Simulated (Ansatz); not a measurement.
Program: Ansatz. Geometries: PBE0-D4/def2-TZVP. ΔE: electronic, gas phase. CCSD(T)/CBS adds triple-zeta CCSD(T) − MP2 to the extrapolated MP2 energy (def2 sets, frozen cores). This one scheme is used for every species. Double bonds are as drawn, so ΔE can hold a change between cis and trans. One conformer a species, not always the lowest.

Consider the redistribution: `O/C=C/[SiH2]Cl` + `O=C=[N][AlH2]` → `O=C=N[SiH2]Cl` + `O/C=[CH]\[AlH2]`.

`O/C=C/[SiH2]Cl`:

```xyz
10

O    -1.314   -0.956    1.833
C    -0.570   -0.186    1.016
C    -0.258   -0.547   -0.229
Si    0.742    0.560   -1.285
Cl    2.602   -0.246   -1.686
H    -1.424   -0.523    2.683
H    -0.236    0.761    1.438
H    -0.617   -1.508   -0.588
H     0.956    1.845   -0.572
H     0.119    0.800   -2.608
```

`O=C=[N][AlH2]`:

```xyz
6

O    -0.653    0.360   -2.798
C    -0.391    0.217   -1.671
N    -0.123    0.070   -0.515
Al    0.279   -0.154    1.193
H    -0.269    0.911    2.215
H     1.157   -1.404    1.576
```

`O=C=N[SiH2]Cl`:

```xyz
7

O     2.291   -1.916    0.008
C     1.295   -1.320   -0.016
N     0.244   -0.748   -0.047
Si   -0.812    0.583   -0.010
Cl    0.242    2.323    0.205
H    -1.547    0.639   -1.288
H    -1.713    0.440    1.149
```

`O/C=[CH]\[AlH2]`:

Cartesian coordinates in Å:
```
O 0.172 -0.104 -1.862
C 0.893 -0.524 -0.813
C 0.606 -0.354 0.489
Al -0.953 0.560 1.118
H -0.618 0.360 -1.546
H 1.781 -1.045 -1.167
H 1.343 -0.785 1.163
H -1.917 1.123 -0.029
H -1.305 0.769 2.646
```

```json
{"species": "`O/C=C/[SiH2]Cl`", "MP2/def2-TZVPP energy (Eh)": "-902.93473"}
{"species": "`O=C=[N][AlH2]`", "MP2/def2-TZVPP energy (Eh)": "-411.03745"}
{"species": "`O=C=N[SiH2]Cl`", "MP2/def2-TZVPP energy (Eh)": "-917.84830"}
{"species": "`O/C=[CH]\\[AlH2]`", "MP2/def2-TZVPP energy (Eh)": "-396.10708"}
```

**Question.** Work out ΔE.

**Answer.** ΔE = (-917.84830) + (-396.10708) − (-902.93473) − (-411.03745) = 0.01680 Eh = +44.1 kJ/mol. CCSD(T)/CBS gives +44.9 kJ/mol.

Largest T1 diagnostic among the species: 0.016.

In def2-TZVPP, CCSD(T) changes the Hartree–Fock value by −4.6 kJ/mol (the triples alone add −1.7 kJ/mol) and MP2 by −4.9 kJ/mol.
